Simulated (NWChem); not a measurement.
A series in which one site is exchanged, each optimised at PBE0/def2-SVP with NWChem, gas phase unless a solvent is named. def2 effective core potentials on Rb, Ag; no spin-orbit coupling.

A: [Rb][F] (RbF; site = Rb)
B: [F][K] (KF; site = K)
C: [F][Ag] (AgF; site = Ag)
D: [F][Na] (NaF; site = Na)

### Question
Rank them by vertical ionisation energy, ΔSCF, B3LYP/def2-SVP (eV), lowest first.

### Answer
A (9.10), B (9.35), D (10.04), C (10.61)
